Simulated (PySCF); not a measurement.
C₂H₇FOSi₂, SMILES C([SiH3])(=O)[Si@@H](F)C. Atoms are numbered in the order given.

```xyz
13

C      2.4685    -0.1551    -0.5774
Si     1.0466     0.1634     0.5831
F      0.6652    -1.1922     1.4228
C     -0.5295     0.6196    -0.4396
O     -0.4305     1.5592    -1.2135
Si    -2.1900    -0.3903    -0.2593
H      2.5749     0.7113    -1.2506
H      2.2757    -1.0475    -1.1936
H      3.4174    -0.2997    -0.0380
H      1.3278     1.2458     1.5636
H     -2.6011    -0.3732     1.1745
H     -3.2453     0.2098    -1.1199
H     -1.9194    -1.8005    -0.6649
```

Coordinates come from a B3LYP-D3(BJ)/def2-SVP optimisation. The structure was generated by enumeration; whether it is a known compound was not checked. The values are those of a single conformer.

Method: PBE/def2-TZVP run with PySCF.

ESP charges are fitted to the potential on shells at 1.4 to 2.0 van der Waals radii. Atomic charges (e):

| atom | Mulliken | Löwdin | IAO | ESP fit |
|---|---|---|---|---|
| C1 | -0.48 | -0.44 | -0.75 | -0.62 |
| Si2 | 0.47 | 0.20 | 1.13 | 0.60 |
| F3 | -0.30 | 0.00 | -0.52 | -0.30 |
| C4 | 0.05 | -0.50 | -0.12 | 0.28 |
| O5 | -0.22 | 0.15 | -0.34 | -0.38 |
| Si6 | 0.09 | 0.26 | 0.47 | 0.09 |
| H7 | 0.15 | 0.15 | 0.18 | 0.16 |
| H8 | 0.14 | 0.14 | 0.17 | 0.18 |
| H9 | 0.15 | 0.14 | 0.17 | 0.18 |
| H10 | -0.03 | -0.02 | -0.13 | -0.11 |
| H11 | -0.01 | -0.02 | -0.09 | -0.04 |
| H12 | -0.01 | -0.02 | -0.09 | -0.02 |
| H13 | -0.01 | -0.02 | -0.09 | -0.03 |

### Question
Give the Mayer and Wiberg (Löwdin basis) orders of the bonds. (An estimate is asked for; the answer gives what the named calculation found.)

### Answer

```json
[
 {"bond": "C1–Si2", "Mayer": "1.03", "Wiberg": "1.24"},
 {"bond": "Si2–F3", "Mayer": "1.10", "Wiberg": "1.67"},
 {"bond": "Si2–C4", "Mayer": "0.89", "Wiberg": "1.01"},
 {"bond": "C4–O5", "Mayer": "1.95", "Wiberg": "2.70"},
 {"bond": "C4–Si6", "Mayer": "0.91", "Wiberg": "1.11"},
 {"bond": "C1–H7", "Mayer": "0.93", "Wiberg": "0.88"},
 {"bond": "C1–H8", "Mayer": "0.94", "Wiberg": "0.89"},
 {"bond": "C1–H9", "Mayer": "0.94", "Wiberg": "0.90"},
 {"bond": "Si2–H10", "Mayer": "0.92", "Wiberg": "0.89"},
 {"bond": "Si6–H11", "Mayer": "0.93", "Wiberg": "0.94"},
 {"bond": "Si6–H12", "Mayer": "0.95", "Wiberg": "0.95"},
 {"bond": "Si6–H13", "Mayer": "0.93", "Wiberg": "0.94"}
]
```
